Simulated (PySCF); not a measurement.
## Two-component Hartree-Fock for Br- (bromine, charge -1)

Start: [Kr]. Calculated with PySCF 2.14 in x2c-TZVPPall-2c with one added diffuse shell each of s, p, d type (7s8p5d1f, 63 functions): generalised Hartree-Fock with the X2C-1e Hamiltonian and a Gaussian nucleus; spin-orbit coupling (SO) screened by Boettger's factors.

```json
{"spinor shell": "1s1/2", "electrons": "2", "ε, screened SO (eV)": "-13547.9", "weight of nominal j (screened SO)": "1.000", "rms radius, screened SO (bohr)": "0.0492"}
{"spinor shell": "2s1/2", "electrons": "2", "ε, screened SO (eV)": "-1816.5", "weight of nominal j (screened SO)": "1.000", "rms radius, screened SO (bohr)": "0.205"}
{"spinor shell": "2p1/2", "electrons": "2", "ε, screened SO (eV)": "-1628.5", "weight of nominal j (screened SO)": "1.000", "rms radius, screened SO (bohr)": "0.180"}
{"spinor shell": "2p3/2", "electrons": "4", "ε, screened SO (eV)": "-1580.3", "weight of nominal j (screened SO)": "1.000", "rms radius, screened SO (bohr)": "0.184"}
{"spinor shell": "3s1/2", "electrons": "2", "ε, screened SO (eV)": "-268.20", "weight of nominal j (screened SO)": "1.000", "rms radius, screened SO (bohr)": "0.588"}
{"spinor shell": "3p1/2", "electrons": "2", "ε, screened SO (eV)": "-201.12", "weight of nominal j (screened SO)": "1.000", "rms radius, screened SO (bohr)": "0.601"}
{"spinor shell": "3p3/2", "electrons": "4", "ε, screened SO (eV)": "-193.80", "weight of nominal j (screened SO)": "1.000", "rms radius, screened SO (bohr)": "0.611"}
{"spinor shell": "3d3/2", "electrons": "4", "ε, screened SO (eV)": "-77.299", "weight of nominal j (screened SO)": "1.000", "rms radius, screened SO (bohr)": "0.649"}
{"spinor shell": "3d5/2", "electrons": "6", "ε, screened SO (eV)": "-76.163", "weight of nominal j (screened SO)": "1.000", "rms radius, screened SO (bohr)": "0.653"}
{"spinor shell": "4s1/2", "electrons": "2", "ε, screened SO (eV)": "-19.373", "weight of nominal j (screened SO)": "1.000", "rms radius, screened SO (bohr)": "1.89"}
{"spinor shell": "4p1/2", "electrons": "2", "ε, screened SO (eV)": "-4.125", "weight of nominal j (screened SO)": "1.000", "rms radius, screened SO (bohr)": "2.47"}
{"spinor shell": "4p3/2", "electrons": "4", "ε, screened SO (eV)": "-3.563", "weight of nominal j (screened SO)": "1.000", "rms radius, screened SO (bohr)": "2.56"}
```

```
   quantity  screened SO
E (hartree)  -2604.56919
        M_J            0
       ⟨J²⟩        0.000
       ⟨L²⟩        0.006
       ⟨S²⟩        0.006
```
